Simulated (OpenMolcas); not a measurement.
**V2+: moving or changing the point charges**

V2+ among 6 point charges of -2.2 e arranged as an octahedron (Oh), 1.85 Å from the ion. The active orbitals were held to one l.

```
Program             : OpenMolcas
Method              : CASSCF
Basis               : ANO-RCC-VDZP [5s4p2d1f]
Scalar Hamiltonian  : DKH2, point nucleus
Active space        : 3 electrons in 5 orbitals (3d)
State averaging     : 2S+1 = 4 even, 10 roots; 2S+1 = 2 even, 40 roots
Spin-orbit coupling : state interaction with AMFI integrals over the reference wave functions
```

Runs around this geometry, states (labels of O, the rotations of Oh). Energies in cm-1 above the lowest state or level, χT in cm3 K/mol.

```json
{"R (Å)": "1.74", "Ground state": "4A2", "First state of that spin": "4T2 13848", "First gap with spin-orbit (degeneracies)": "12918 (4, 4)", "χT at 300 K": "1.867", "First state of another spin": "2E 12953"}
{"R (Å)": "1.85", "Ground state": "4A2", "First state of that spin": "4T2 12094", "First gap with spin-orbit (degeneracies)": "12041 (4, 2)", "χT at 300 K": "1.861", "First state of another spin": "2E 14453"}
{"R (Å)": "1.98", "Ground state": "4A2", "First state of that spin": "4T2 9600", "First gap with spin-orbit (degeneracies)": "9542 (4, 2)", "χT at 300 K": "1.853", "First state of another spin": "2E 15316"}
```

Taking the first state of the same spin as R^-n, n = -ln(9600 / 13848) / ln(1.98 / 1.74) = 2.8 between the shortest and longest distance.

Without dynamic correlation the repulsion within the d shell is too large (B by tens of per cent), so at a given field states of lower spin stand too high. This is an electrostatic model: the charges have no orbitals. No measured value stands beside these numbers.
